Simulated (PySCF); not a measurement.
GaI2, SMILES [Ga]([I])[I], multiplicity 2.

Coordinates come from a B3LYP-D3(BJ)/def2-SVP optimisation. The spin state was assumed, not searched. The isomer is the one that the SMILES or the coordinates give; other isomers of the formula were not compared. The def2 effective core potentials stand for the cores of I; spin–orbit coupling is left out.

The numbers are results of B3LYP-D3(BJ)/def2-SVP (PySCF 2.14.0), not measurements.

Frequencies are harmonic and unscaled.

Question: Estimate the vibrational spectrum. (Estimate from the structure and the level; the computed values follow.)

Answer: 
```
mode  ν (cm⁻¹)  IR (km/mol)  moving atoms (share of kinetic energy)
----  --------  -----------  --------------------------------------
1           52          0.2                         I 74 %, Ga 26 %
2          178          6.3                         Ga 53 %, I 47 %
3          243         49.8                         Ga 73 %, I 27 %
```
